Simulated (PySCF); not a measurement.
## Spin states of SrF⁺

Unrestricted PBE0; basis Sr def2-SVP with ECP28, F def2-SVP; scalar-relativistic core potentials; PySCF 2.14. Outer shells of the fragments: Sr+ 5s1; F 2s2 2p5.

Followed along the bond (rough minima from three points):

| 2Ms+1 | unpaired | ⟨S²⟩ at the start | R at minimum (Å) | Te (eV) |
| --- | --- | --- | --- | --- |
| 1 | none | 0.00 | 2.04 | 0.00 |
| 3 | σ ↑, π ↑ | 2.00 | none in the scan | ≤ 5.34 |

Solutions found at the starting distance of 2.425 Å, counted from the lowest of them; the search is not exhaustive and high or unbound solutions are not listed, so other states can lie among these:

```csv
2Ms+1,unpaired,term,E (eV),⟨S²⟩,⟨Lz²⟩,μ (D)
1,none,¹Σ⁺,0.00,0.00,0.00,-9.68
3,"σ ↑, π ↑",³Π,4.52,2.00,1.00,-0.86
1,"σ ↓, π ↑",mixed,4.53,1.00,1.00,-0.82
3,σ ↑↑,³Σ⁺,4.87,2.00,0.00,-0.90
3,"π ↑, δ ↑",mixed,5.98,2.00,5.00,-1.45
3,π ↑↑,mixed,6.05,2.00,2.00,-1.22
3,π ↑↑,mixed,6.13,2.00,2.00,-0.78
```

A term symbol is given only where ⟨S²⟩ and ⟨Lz²⟩ are close to those of a pure state; real π, δ and φ orbitals otherwise mix terms. A positive dipole points towards F; it is taken about the centre of mass and depends on that origin.

Counting both spins, an empty level lies below a filled one in some of these solutions, because spin and occupation are held.
